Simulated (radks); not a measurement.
Task: These are the eigenvalues of the occupied orbitals of an atom or ion with whole-number occupations (eV). Calculated with a radial shooting solver on a logarithmic mesh with Libxc functionals: scalar-relativistic Kohn-Sham, PBE, spin-polarised, spherical densities, finite nucleus; Fermi nuclear charge, rms radius of each element as measured or else 0.836 A^(1/3) + 0.57 fm.

| orbital | eigenvalue |
|---|---|
| 1s down | -61645.39 |
| 1s up | -61645.37 |
| 2s up | -10791.17 |
| 2s down | -10791.05 |
| 2p up | -9561.488 |
| 2p down | -9561.406 |
| 3s up | -2759.055 |
| 3s down | -2754.108 |
| 3p up | -2388.161 |
| 3p down | -2383.217 |
| 3d up | -1935.768 |
| 3d down | -1932.009 |
| 4s up | -866.8480 |
| 4s down | -857.6277 |
| 4p up | -742.0497 |
| 4p down | -733.0858 |
| 4d up | -577.6095 |
| 4d down | -568.7971 |
| 4f up | -393.6729 |

Which element is it, and in what charge state? The configuration may be excited. Open shells, if any, are filled with parallel spins first.

Result: Z = 70, ytterbium, charge +17: Yb17+ in [Kr] 4d10 4f7. The list shows which subshells hold electrons but not how many an open one holds; the 1s level, -2265.4 hartree, gives Z - s = 67.3 by -(Z - s)^2/2, which with screening and relativity narrows Z to a few neighbours, and the depths of the outer levels then fix element, charge and occupations together.
